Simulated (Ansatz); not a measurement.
Stepwise reaction of `[OH][Ge][OH]` with hydrogen sulfide, as a gas-phase model of exchange steps in deposition or etching. ΔE in kJ/mol.

Program: Ansatz. Geometries: PBE0-D4/def2-TZVP. ΔE: electronic, gas phase. CBS: MP2 limit from def2 TZ/QZ plus the TZ coupled-cluster correction, frozen cores. This one scheme is used for every species. DFT in def2-TZVPP. B3LYP here is the variant with VWN-RPA as its local correlation; programs differ in this. For Ge outer-core shells are correlated without core-valence functions, which leaves a few kJ/mol of doubt a bond. Scalar relativity is left out up to krypton. One conformer a species, not always the lowest.

```tsv
step	reaction	PBE-D4	B3LYP-D4	ωB97M-V	CCSD(T)/CBS
2	`[OH][Ge][SH]` + H₂S → `[SH][Ge][SH]` + H₂O	-21.3	-15.0	-10.4	-18.2
```

(1) Give the row of step 1, `[OH][Ge][OH]` + H₂S → `[OH][Ge][SH]` + H₂O. (Best estimate.)

(2) By hand: ΔE of the 2 steps together at CCSD(T)/CBS.

## Answers

(1) Ansatz gave: 
| step | reaction | PBE-D4 | B3LYP-D4 | ωB97M-V | CCSD(T)/CBS |
| --- | --- | --- | --- | --- | --- |
| 1 | `[OH][Ge][OH]` + H₂S → `[OH][Ge][SH]` + H₂O | -19.6 | -12.4 | -7.6 | -14.1 |

(2) (-14.1) + (-18.2) = -32.3 kJ/mol, or -16.1 kJ/mol a step.

In ΔE the steps differ by no more than 4.1 kJ/mol. All are downhill at CCSD(T)/CBS. PBE-D4 differs from CCSD(T)/CBS by -5.5 to -3.1 kJ/mol a step. Isolated molecules leave out the surface, adducts and barriers. Largest T1 diagnostic: 0.015.
